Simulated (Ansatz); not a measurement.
Job for Ansatz (a program for electronic structure): U-CCSD(T)/def2-TZVPP on Na2-, 2S+1 = 4, a spin state set in the input, which need not be the lowest, a point of a bond scan (R = 3.887 Å). Charge -1.

Ansatz 0.2 input:
```yaml
crystal:
  periodic: [false, false, false]
  atoms:
    - {symbol: Na, position_ang: [0.00000000, 0.00000000, 0.00000000]}
    - {symbol: Na, position_ang: [0.00000000, 0.00000000, 3.88720700]}
basis:
  gaussian:
    orbitals: def2-TZVPP
    pivot_positions_ang: [[0.00000000, 0.00000000, 0.00000000], [0.00000000, 0.00000000, 3.88720700]]
total_charge: -1
magnetization: {spin_polarized: true, initial_magnetization: 3}
correlation: {method: ccsd_t, electrons: valence}
output: {orbitals: {seedname: ./end}}
```

Program output:

```
WARN ansatz: RAYON_NUM_THREADS=1 ignored (pool sized by the plan → 1); use --threads N
Functional definition: HF
integrals: 0.05 GiB planned
612 factors; integrals over basis functions are off by at most 2.9e-4 eV
mean field: 0.14 GiB planned
mean field evaluation 1: about -8807.9222 eV, gradient 1.4e0 eV
mean field evaluation 2: about -8808.0047 eV, gradient 1.3e0 eV
mean field evaluation 4: about -8808.0517 eV, gradient 2.4e-1 eV
mean field evaluation 8: about -8808.0543 eV, gradient 5.3e-6 eV
mean field evaluation 16: about -8808.0944 eV, gradient 4.6e-1 eV
mean field evaluation 32: about -8808.1246 eV, gradient 2.5e-4 eV
mean field evaluation 64: about -8808.0543 eV, gradient 6.6e-6 eV
mean field evaluation 96: about -8808.0543 eV, gradient 9.6e-7 eV
mean field evaluation 128: about -8808.0795 eV, gradient 9.7e-1 eV
mean field evaluation 160: about -8807.8213 eV, gradient 2.1e0 eV
mean field evaluation 192: about -8805.4971 eV, gradient 1.3e0 eV
mean field evaluation 224: about -8808.1159 eV, gradient 1.6e-1 eV
mean field evaluation 256: about -8807.0473 eV, gradient 5.3e-2 eV
mean field evaluation 288: about -8806.7099 eV, gradient 2.3e-1 eV
mean field evaluation 320: about -8806.6438 eV, gradient 4.2e-4 eV
mean field evaluation 352: about -8805.9615 eV, gradient 2.1e0 eV
mean field evaluation 384: about -8805.7856 eV, gradient 2.7e-1 eV
mean field evaluation 416: about -8805.7797 eV, gradient 2.4e-3 eV
mean field evaluation 448: about -8805.5414 eV, gradient 2.3e-2 eV
mean field evaluation 480: about -8805.2919 eV, gradient 1.7e-4 eV
mean field evaluation 512: about -8805.1743 eV, gradient 7.8e-3 eV
mean field evaluation 544: about -8805.3276 eV, gradient 1.4e0 eV
mean field evaluation 576: about -8804.9593 eV, gradient 2.3e-1 eV
mean field evaluation 608: about -8804.9528 eV, gradient 1.2e0 eV
mean field evaluation 640: about -8808.0543 eV, gradient 5.7e-3 eV
mean field evaluation 672: about -8807.0475 eV, gradient 1.6e-2 eV
mean field evaluation 704: about -8806.6436 eV, gradient 6.1e-2 eV
mean field evaluation 736: about -8806.2076 eV, gradient 1.0e0 eV
mean field evaluation 768: about -8805.7797 eV, gradient 9.7e-3 eV
mean field evaluation 800: about -8804.6878 eV, gradient 1.5e0 eV
mean field evaluation 832: about -8806.2355 eV, gradient 6.0e-4 eV
mean field -8808.12462287 eV, -323.6926095291 hartree, gradient 7.3e-8 eV, S^2 3.750052; 28 other end points of the search recorded, 0 dependent functions left out
determinant -8808.12462287 eV, -323.6926095291 hartree, with singles and doubles -8817.38966453 eV, -324.0330935302 hartree
determinant -8808.12321626 eV, -323.6925578371 hartree, with singles and doubles -8817.38011324 eV, -324.0327425268 hartree
determinant -8808.05430000 eV, -323.6900252114 hartree, with singles and doubles -8817.43978247 eV, -324.0349353305 hartree
determinant -8807.04745638 eV, -323.6530243907 hartree, with singles and doubles -8816.51475183 eV, -324.0009410814 hartree
determinant -8806.90146728 eV, -323.6476593903 hartree, with singles and doubles -8816.29273944 eV, -323.9927822767 hartree
determinant -8806.64375652 eV, -323.6381886944 hartree, with singles and doubles -8816.43045647 eV, -323.9978432842 hartree
determinant -8806.34279424 eV, -323.6271285349 hartree, with singles and doubles -8815.83925687 eV, -323.9761170994 hartree
determinant -8806.23547303 eV, -323.6231845529 hartree, with singles and doubles -8815.45625751 eV, -323.9620421327 hartree
determinant -8806.11119824 eV, -323.6186175388 hartree, with singles and doubles -8815.66093119 eV, -323.9695637517 hartree
determinant -8805.77969779 eV, -323.6064351221 hartree, with singles and doubles -8815.32023125 eV, -323.9570432597 hartree
determinant -8805.54136949 eV, -323.5976767183 hartree, with singles and doubles -8814.92726711 eV, -323.9426020941 hartree
determinant -8805.29192070 eV, -323.5885096446 hartree, with singles and doubles -8814.70428331 eV, -323.9344075904 hartree
determinant -8805.27977926 eV, -323.5880634546 hartree, with singles and doubles -8814.65498654 eV, -323.9325959676 hartree
determinant -8805.17434051 eV, -323.5841886521 hartree, with singles and doubles -8814.62106642 eV, -323.9313494260 hartree
determinant -8804.90161631 eV, -323.5741662226 hartree, with no singles and doubles
determinant -8804.89478501 eV, -323.5739151770 hartree, with no singles and doubles
determinant -8808.12462287 eV, -323.6926095291 hartree, with singles and doubles -8817.42013919 eV, -324.0342134531 hartree
determinant -8808.12321626 eV, -323.6925578371 hartree, with singles and doubles -8817.41051044 eV, -324.0338596032 hartree
determinant -8808.05430000 eV, -323.6900252114 hartree, with singles and doubles -8817.46677550 eV, -324.0359273059 hartree
determinant -8807.04745638 eV, -323.6530243907 hartree, with singles and doubles -8816.53867350 eV, -324.0018201865 hartree
determinant -8806.64375652 eV, -323.6381886944 hartree, with singles and doubles -8816.43295525 eV, -323.9979351126 hartree
determinant -8806.34279424 eV, -323.6271285349 hartree, with singles and doubles -8815.86650313 eV, -323.9771183810 hartree
determinant -8806.23547303 eV, -323.6231845529 hartree, with singles and doubles -8815.48170639 eV, -323.9629773618 hartree
determinant -8806.11119824 eV, -323.6186175388 hartree, with singles and doubles -8815.68616499 eV, -323.9704910766 hartree
determinant -8805.54136949 eV, -323.5976767183 hartree, with singles and doubles -8814.95919009 eV, -323.9437752417 hartree
determinant -8805.27977926 eV, -323.5880634546 hartree, with singles and doubles -8814.67939591 eV, -323.9334929954 hartree
determinant -8805.17434051 eV, -323.5841886521 hartree, with singles and doubles -8814.64770567 eV, -323.9323284005 hartree
determinant -8808.12462287 eV, -323.6926095291 hartree, with singles and doubles -8817.41056549 eV, -324.0338616262 hartree
determinant -8808.12321626 eV, -323.6925578371 hartree, with singles and doubles -8817.41125106 eV, -324.0338868204 hartree
determinant -8808.05430000 eV, -323.6900252114 hartree, with singles and doubles -8817.46712353 eV, -324.0359400960 hartree
2 core orbitals not correlated
reference -8808.05430000 eV, -323.6900252114 hartree; 11, 8 occupied and 51, 54 virtual orbitals, 612 factors
second order -9.01596273 eV of doubles, -0.00000000 eV of singles
coupled cluster: 0.26 GiB planned
cycle   1  -9.41282171 eV  change    1.8e-6 eV  update   1.2e-6
perturbative correction -0.12757530 eV, -0.0046883059 hartree
Total energy: -8817.59469702 eV, -324.0406283350 hartree
```

The calculation finished and met its thresholds.

Cost: about 60 core-seconds (a rough figure).
